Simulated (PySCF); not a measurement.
Cr²⁺: excitation energy

Cr²⁺ [Ar] 3d4 (5D) → Cr²⁺ [Ar] 3d3 4p1 (high-spin determinant), as a difference of total energies. Calculation: PySCF 2.14, in dyall-av2z; the non-relativistic Hamiltonian (point nucleus). Correlated levels: valence: [Ar] frozen; virtual orbitals above 40 to 60 times the deepest correlated orbital energy dropped. The calculations carry no spin-orbit coupling.

```tsv
method	excitation energy (cm⁻¹)
UHF	91875
MP2 (valence)	95175
SCS-MP2 (valence)	92975
CCSD (valence)	95127
CCSD(T) (valence)	95059
```

A first-order spin-orbit estimate (lowest level to lowest level, LS coupling) adds -0.047 eV.

The determinant of the upper state mixes LS terms, which raises its energy above the lowest term, most at the Hartree-Fock and MP2 levels.
